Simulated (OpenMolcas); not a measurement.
## Multiplet structure of Pd2+

```
Program             : OpenMolcas 26.06
Method              : CASSCF
Basis               : ANO-RCC-VQZP [8s7p5d3f2g1h]
Scalar Hamiltonian  : DKH2, point nucleus
Active space        : 8 electrons in 6 orbitals (4d 5s)
State averaging     : 2S+1 = 3 even, 55 roots; 2S+1 = 5 even, 10 roots kept (CI in the orbitals of an earlier block); 2S+1 = 1 even, 43 roots kept (CI in the orbitals of an earlier block)
Spin-orbit coupling : RASSI with atomic mean-field integrals over the reference wave functions, term energies averaged over their components
```

Spin-free terms above the lowest, with the occupations of the reference:

| Configuration | Term | E (cm⁻¹) | Occupations |
| --- | --- | --- | --- |
| 4d⁸ | ³F | 0.0 | 4d 8.00 |
| 4d⁸ | ¹D | 12481 | 4d 7.99 5s 0.01 |
| 4d⁸ | ³P | 14204 | 4d 7.99 5s 0.01 |
| 4d⁸ | ¹G | 19412 | 4d 7.99 5s 0.01 |
| 4d⁷ 5s | ⁵F | 46683 | 4d 7.00 5s 1.00 |
| 4d⁸ | ¹S | 48920 | 4d 8.00 |
| 4d⁷ 5s | ³F(1) | 58152 | 4d 7.00 5s 1.00 |
| 4d⁷ 5s | ⁵P | 61372 | 4d 7.00 5s 1.00 |
| 4d⁷ 5s | ³G | 65219 | 4d 7.00 5s 1.00 |
| 4d⁷ 5s | ³H | 70148 | 4d 7.00 5s 1.00 |
| 4d⁷ 5s | ³P(1) | 70625 | 4d 7.01 5s 0.99 |

With spin-orbit coupling, above the lowest level:

```tsv
Configuration	Term	J	E (cm⁻¹)	Measured (cm⁻¹)	g	Term weight %	Second
4d⁸	³F	4	0.0	0.0	1.249	99	
4d⁸	³F	3	3286	3230	1.084	100	
4d⁸	³F	2	5029	4687	0.689	93	6 ¹D
4d⁸	¹D	2	13521		1.214	49	46 ³P
4d⁸	³P	1	17488	13470	1.501	100	
4d⁸	³P	0	17834	13699		99	
4d⁸	³P	2	17992		1.264	54	44 ¹D
4d⁸	¹G	4	22018	17880	1.001	99	
4d⁷ 5s	⁵F	5	46478	52916	1.398	98	
4d⁷ 5s	⁵F	4	48543	55089	1.348	98	
4d⁷ 5s	⁵F	3	50124	56742	1.249	99	
4d⁷ 5s	⁵F	2	51216	57845	1.001	98	
4d⁸	¹S	0	51853			99	
4d⁷ 5s	⁵F	1	51899	58527	0.008	98	
4d⁷ 5s	³F(1)	4	58314		1.243	95	
4d⁷ 5s	³F(1)	3	61089		1.086	96	
4d⁷ 5s	³F(1)	2	62776		0.732	92	4 ⁵P
4d⁷ 5s	⁵P	3	62969	65708	1.662	99	
4d⁷ 5s	⁵P	2	63322	65788	1.750	86	9 ³P(1)
4d⁷ 5s	⁵P	1	64491	67151	2.438	94	6 ³P(1)
4d⁷ 5s	³G	5	66337	69986	1.189	90	7 ³H
4d⁷ 5s	³G	4	67402	71047	1.031	83	10 ³H
4d⁷ 5s	³G	3	68997	72786	0.756	98	
4d⁷ 5s	³P(1)	2	71228		1.431	58	24 ³D
4d⁷ 5s	³H	6	71847	74673	1.167	100	
4d⁷ 5s	³P(1)	1	71891		1.212	35	23 ³D
```

Against the 17 measured excited levels shown (Moore, Atomic Energy Levels, vol. III, NSRDS-NBS 35 (1971 reprint of NBS Circular 467, 1958)) the mean absolute deviation is 4000 cm-1; the largest miss in energy is 4d⁷ 5s ⁵F₂: computed 51216, measured 57845 cm⁻¹ (-11.5 %), and the largest in proportion 4d⁸ ³P₀ (+30.2 %).

Spin-orbit coupling puts the lowest level 2493 cm⁻¹ below the lowest spin-free term.

For ³F the intervals divided by the larger J are -580.8, -821.6 cm-1. Landé's interval rule makes them equal in pure LS coupling; they differ by 34 % of their mean. The multiplet is inverted.

Without dynamic correlation excited terms often stand tens of per cent too high (terms of higher spin than the ground term too low), and those without a measured partner can miss by more than the paired ones. Terms from blocks run as CI alone lack orbitals of their own. A single d shell beside an s shell can misplace configurations of different d count against each other. Measured partners are found by configuration, term and J. A level has none where our copy of the source lacks it or the pairing is in doubt (some pairs that miss far off the trend of their configuration count as doubtful), and it then counts in no deviation. Only configurations of the active space appear. The first state left out of the spin-orbit step lies near 90000 cm-1 above the lowest spin-free state of the reference (among the parities and spins computed), and the list stops at four fifths of that energy or lower.

The term weight is that of the spin-free term in the level, not the purity of its configuration. A number in round brackets counts repeated terms of one configuration in the order of the reference energies.
